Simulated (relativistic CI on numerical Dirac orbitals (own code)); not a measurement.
Crystal-field levels of Pd+, 4d9

Calculated by Dirac-Coulomb-Breit CI, orbitals from a KLI potential per configuration, model QED (radiative potential, 1s self-energy scaled to tabulated hydrogen-like ionisation energies), valence Slater integrals scaled by 0.85, one configuration in a parametric crystal field (own radial code).

Field parameters in Wybourne normalisation: Oh B⁴₀ = 21Dq, B⁴₄ = √(5/14) B⁴₀. The field is a parameter set, without covalency.

S is read from ⟨S²⟩ = S(S + 1).

Levels (cm⁻¹, degeneracy): 0 (4), 16011 (2), 18167 (4).

**Question.** Which field gives this pattern?
A. Oh, 10Dq = 14450 cm⁻¹
B. Oh, 10Dq = 17200 cm⁻¹
C. Oh, 10Dq = 3450 cm⁻¹
D. Oh, 10Dq = 31000 cm⁻¹

**Answer.** B. Oh, 10Dq = 17200 cm⁻¹, ground level with S = 0.50.
